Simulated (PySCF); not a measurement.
2-methylpenta-1,4-diene (C₆H₁₀), SMILES C(CC(=C)C)=C.

The structure is a stationary point at PBE0-D3(BJ)/def2-SVP. One conformer was computed; it need not be the lowest.

All values below come from PBE/def2-TZVP run with PySCF.

Task: Estimate the frontier levels, gap, dipole moment and polarisability. (The exact figures need the calculation; the answer reports its results.)

Result: 
highest occupied level: -5.99 eV
lowest empty level: -0.95 eV
orbital gap: 5.05 eV
dipole moment: 0.54 D
quadrupole, principal values (traceless, Buckingham form, about the centre of nuclear charge): -2.51, -0.85, 3.36 D·Å
mean static polarisability: 75.8 bohr³ (11.24 Å³)
polarisability, principal values: 57.8, 79.1, 90.6 bohr³
